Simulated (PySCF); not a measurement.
Stretching CsSb⁺

Set-up: Cs def2-SVP with ECP46, Sb def2-SVP with ECP28; scalar-relativistic core potentials (PySCF 2.14). Energies in eV from Cs⁺ + Sb in their ground configurations at the same level. State: ⁴Σ⁻ (quartet), unpaired electrons σ ↑, π ↑↑.

All columns are PBE0. A positive dipole points towards Sb; it is taken about the centre of mass and depends on that origin.

```csv
R (Å),E (eV),μ (D),Mulliken charge on Cs (basis-dependent),HOMO (eV),LUMO (eV),Mayer bond order,⟨S²⟩
3.669,-0.033,-6.58,0.91,-10.34,-6.79,0.19,3.75
3.839,-0.085,-7.02,0.92,-10.20,-6.69,0.17,3.75
4.010,-0.109,-7.48,0.93,-10.06,-6.58,0.15,3.75
4.138,-0.116,-7.84,0.93,-9.97,-6.48,0.14,3.75
4.266,-0.117,-8.19,0.94,-9.87,-6.39,0.13,3.75
4.394,-0.115,-8.56,0.94,-9.78,-6.29,0.12,3.75
4.565,-0.108,-9.04,0.94,-9.66,-6.16,0.11,3.75
4.778,-0.096,-9.64,0.95,-9.53,-6.00,0.10,3.75
5.034,-0.082,-10.36,0.96,-9.37,-5.81,0.09,3.75
5.375,-0.065,-11.30,0.96,-9.19,-5.58,0.07,3.75
```

A fit through these points gives, at Re = 4.232 Å, μ = -8.10 D and dμ/dR = -2.81 D/Å; the reduced mass is 63.31 u.

Question: How strong is the fundamental in the double-harmonic approximation, I = 42.26·(dμ/dR)²/μred km/mol?

Answer: I = 42.26·(-2.81)²/63.31 = 5.27 km/mol at PBE0.

The bond is weak. Basis-set superposition, not corrected here, can be much of De in a small basis, most of all at correlated wavefunction levels. These are scalar-relativistic numbers at best; spin–orbit coupling would shift them, the dissociation energy most. For an ion De counts to the pair picked by the measured ionisation energies or electron affinities, which need not be the lowest pair at this level. The state was picked by a PBE0 search and need not be the measured ground state.
